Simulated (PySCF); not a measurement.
## Indium: a sound run and one with changed settings

Sound run: In [Kr] 4d10 5s2 5p1, In⁺ [Kr] 4d10 5s2. All numbers are calculated (PySCF 2.14, scalar relativity through the core potential, in cc-pVTZ-PP with ECP28MDF (5s4p3d1f, 39 functions)). In the sound run the correlated levels freeze 4s2 4p6 4d10 outside the core potential. The sound run starts from symmetry-adapted Hartree-Fock orbitals and uses a fine grid where one is needed.

Changed run: initial guess minao, at most 50 SCF cycles, level shift 0.5 hartree.

```json
{"species": "In", "method": "UHF", "sound run (hartree)": "-189.21033", "changed run (hartree)": "-189.21033", "converged": "yes"}
{"species": "In", "method": "PBE0", "sound run (hartree)": "-190.11388", "changed run (hartree)": "-190.11388", "converged": "yes"}
{"species": "In", "method": "MN15", "sound run (hartree)": "-189.70618", "changed run (hartree)": "-189.70618", "converged": "yes"}
{"species": "In", "method": "MP2", "sound run (hartree)": "-189.24024", "changed run (hartree)": "-189.22708", "converged": "yes"}
{"species": "In", "method": "CCSD(T)", "sound run (hartree)": "-189.25252", "changed run (hartree)": "-189.25252", "converged": "yes"}
{"species": "In⁺", "method": "UHF", "sound run (hartree)": "-189.01875", "changed run (hartree)": "-189.01875", "converged": "yes"}
{"species": "In⁺", "method": "PBE0", "sound run (hartree)": "-189.90753", "changed run (hartree)": "-189.90753", "converged": "yes"}
{"species": "In⁺", "method": "MN15", "sound run (hartree)": "-189.49859", "changed run (hartree)": "-189.49859", "converged": "yes"}
{"species": "In⁺", "method": "MP2", "sound run (hartree)": "-189.04201", "changed run (hartree)": "-189.03171", "converged": "yes"}
{"species": "In⁺", "method": "CCSD(T)", "sound run (hartree)": "-189.05144", "changed run (hartree)": "-189.05144", "converged": "yes"}
```

Ionisation energy of In:

| method | sound run (eV) | changed run (eV) |
| --- | --- | --- |
| UHF | 5.213 | 5.213 |
| PBE0 | 5.615 | 5.615 |
| MN15 | 5.649 | 5.649 |
| MP2 | 5.394 | 5.316 |
| SCS-MP2 | 5.378 | 5.308 |
| CCSD | 5.451 | 5.451 |
| CCSD(T) | 5.472 | 5.472 |

A level shift leaves the converged SCF energy unchanged but raises the virtual orbital energies, which shrinks MP2 if it is not removed.

For comparison, NIST gives 5.786 eV between the lowest levels.
